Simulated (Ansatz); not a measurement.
**Ligand exchange through a proton shuttle**

Start structure (GeH6OF2, closed shell), relaxed at PBE0-D4/def2-TZVP:

| atom | x (Å) | y (Å) | z (Å) |
| --- | --- | --- | --- |
| Ge1 | -1.2672 | -0.3411 | -0.4323 |
| O2 | -0.2809 | 1.1368 | -0.0195 |
| H3 | -0.6280 | -1.0321 | -1.6379 |
| H4 | -1.2461 | -1.1543 | 0.8548 |
| H5 | -2.6659 | 0.1992 | -0.7732 |
| H6 | 1.8779 | -0.7818 | 0.6509 |
| F7 | 1.6061 | -1.6030 | 0.2750 |
| H8 | 1.0248 | 0.9981 | 0.6806 |
| F9 | 1.8732 | 0.7671 | 1.1041 |
| H10 | -0.2939 | 1.8110 | -0.7024 |

The step: GeH₄O ([OH][GeH3]) + HF + HF → GeH₃F ([F][GeH3]) + H₂O + HF; bonds formed: Ge1–F7, O2–H8, H6–F9; bonds broken: Ge1–O2, H6–F7, H8–F9. Computed with Ansatz 0.2.0 (basis: def2-TZVPP and def2-QZVPP); correlated methods freeze the cores. Filled d shells of the heavier atoms are correlated. The def2 sets are not built for correlating such inner shells, so the correlated values are less sure here. Extrapolation: Hartree–Fock as exp(−7.88 √X), correlation as X^−2.97. Energies below are by CCSD(T) at an estimated basis limit (MP2 extrapolated from triple and quadruple zeta, plus CCSD(T) − MP2 in triple zeta).

Question: What are the electronic barrier and the energy of the step, from the start structure to the end structure? (To be estimated.)

Answer: By the calculation: Barrier 16.42 kcal/mol; step energy -2.96 kcal/mol (downhill); reverse barrier, their difference, 19.38 kcal/mol. Barrier and step energy count from the start structure, the reverse barrier from the end structure.

The saddle point: One imaginary mode of 233i cm⁻¹.
| pair | start (Å) | saddle (Å) | end (Å) |
| --- | --- | --- | --- |
| Ge1–F7 | 3.22 | 2.08 | 1.78 |
| O2–H8 | 1.49 | 1.04 | 0.97 |
| H6–F9 | 1.61 | 1.07 | 0.94 |
| Ge1–O2 | 1.82 | 1.97 | 3.01 |
| H6–F7 | 0.94 | 1.22 | 1.60 |
| H8–F9 | 0.98 | 1.39 | 1.91 |

Zero-point energy (harmonic, PBE0-D4): ZPE is 39.19 kcal/mol at the start and 38.88 kcal/mol at the saddle, so the barrier goes from 16.42 to 16.11 kcal/mol.

T1 diagnostic: at most 0.012.

Steps of this kind, hydrogen fluoride cutting a network bond, underlie vapour etching and the fluorination step of atomic layer etching.

Labels in which every atom is bracketed show which atoms are joined, not bond orders.

For scale, one of the runs: CCSD(T)/def2-TZVPP, 225 basis functions, launched by `ansatz run in.yaml --threads 8 --pin off --events-out ev --progress --plain --max-ram 19148MiB`. Hardware: 8 CPU threads of an Intel Xeon Platinum 8259CL, shared host. Wall time 57 s; peak host memory 4.1 GiB.
